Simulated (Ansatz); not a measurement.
`C=C[Se][Sn]([CH3])([CH3])[CH3]` + CH₃OH → `C=C[Se]CO` + `[CH3][SnH]([CH3])[CH3]`  (formal exchange of groups at the Se–Sn bond)

Program: Ansatz. Geometries: PBE0-D4/def2-TZVP. ΔE: electronic, gas phase. CCSD(T)/CBS adds triple-zeta CCSD(T) − MP2 to the extrapolated MP2 energy (def2 sets, frozen cores). This one scheme is used for every species. DFT in def2-TZVPP. B3LYP here is the variant with VWN-RPA as its local correlation; programs differ in this. Elements past krypton have def2 core potentials. For Se, Sn outer-core shells are correlated without core-valence functions, which leaves a few kJ/mol of doubt a bond. Scalar relativity is left out up to krypton. One conformer a species, not always the lowest.

```tsv
level	ΔE (eV)
PBE0-D4	1.21
B3LYP-D4	1.23
r2SCANh-D4	1.19
ωB97M-V	1.19
RPA@PBE/def2-TZVPP	1.14
MP2/def2-SVP	1.30
CCSD/def2-SVP	1.25
CCSD/CBS(def2)	1.31
```

Task: What does CCSD(T)/CBS give? (Estimate.)

Result: The calculation gave: +1.30 eV. The listed levels differ from it by -0.09, -0.07, -0.11, -0.11, -0.16, 0.00, -0.05, 0.01 eV.

Largest T1 diagnostic among the species: 0.011.

From r2SCAN to r2SCAN0 (25 % exact exchange), in def2-TZVPP and without D4, ΔE moves by +0.05 eV. The D4 term adds +0.09 eV with B3LYP and +0.06 eV with PBE0; it sums over pairs of atoms, weighted by their polarisabilities, and B3LYP, whose exchange is more repulsive, gets the larger term.
